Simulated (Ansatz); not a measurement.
Gas-phase electronic energies from Ansatz, PBE0-D4/def2-TZVP geometries. CBS: MP2 limit from def2 TZ/QZ plus the TZ coupled-cluster correction, frozen cores. This one scheme is used for every species, atoms too. DFT in def2-TZVPP. B3LYP here is the variant with VWN-RPA as its local correlation; programs differ in this. No spin–orbit coupling; open shells (•) take unrestricted orbitals. Spin–orbit coupling would lower the free atoms: a little for Cl, F, Si. Each species was taken in one conformer, which may not be the lowest.

`F[SiH](F)[SiH](Cl)Cl` → 2 Cl• + 2 F• + 2 H• + 2 Si•  (atomization)

`F[SiH](F)[SiH](Cl)Cl`:

Cartesian coordinates in Å:
```
F 1.340 -0.894 1.649
Si 0.435 -1.064 0.353
F -0.751 -2.054 0.727
Si -0.463 1.022 -0.236
Cl -1.629 0.740 -1.895
Cl 1.105 2.257 -0.690
H 1.250 -1.689 -0.710
H -1.286 1.681 0.802
```

| level | ΔE (kJ/mol) |
| --- | --- |
| BLYP-D4 | 2806.3 |
| r2SCAN-D4 | 2862.5 |
| B3LYP-D4 | 2811.0 |
| B2PLYP | 2796.1 |
| PBE0 | 2797.6 |
| CCSD(T)/def2-SVP | 2569.8 |
| MP2/def2-QZVPP | 2928.0 |
| MP2/CBS(def2) | 2968.3 |

What does CCSD(T)/CBS give? (Estimate.)

Ansatz gave: +2864.2 kJ/mol. The listed levels differ from it by -57.9, -1.7, -53.2, -68.1, -66.6, -294.4, 63.8, 104.1 kJ/mol.

What do rigid-rotor, harmonic-oscillator terms from PBE0-D4/def2-TZVP frequencies (298.15 K, 1 bar) make of the CCSD(T)/CBS value? (An estimate is asked.)

The calculation gave: ΔZPE = -73.0 kJ/mol, ΔH = +2816.3 kJ/mol, ΔS = 825 J/(mol·K), ΔG = +2570.5 kJ/mol. Open shells count their whole term as degenerate. Modes under 50 cm⁻¹ make the entropy rough.

Largest T1 diagnostic among the species: 0.012.

In def2-TZVPP, CCSD(T) changes the Hartree–Fock value by +623.4 kJ/mol (the triples alone add +47.0 kJ/mol) and MP2 by +727.6 kJ/mol; breaking electron pairs costs correlation energy, which Hartree–Fock lacks. The D4 term adds +43.0 kJ/mol with B3LYP and +22.6 kJ/mol with PBE0; it sums over pairs of atoms, weighted by their polarisabilities, and B3LYP, whose exchange is more repulsive, gets the larger term. From BLYP to BHLYP (50 % exact exchange), in def2-TZVPP and without D4, ΔE moves by −43.9 kJ/mol: exact exchange takes away binding that semilocal exchange gives to molecules.

For atomizations the MP2-based limit and the directly extrapolated one differ by several kJ/mol either way, and by 10 to 25 for some Ge, Se and Sn compounds, so smaller differences from it don't rank the levels.
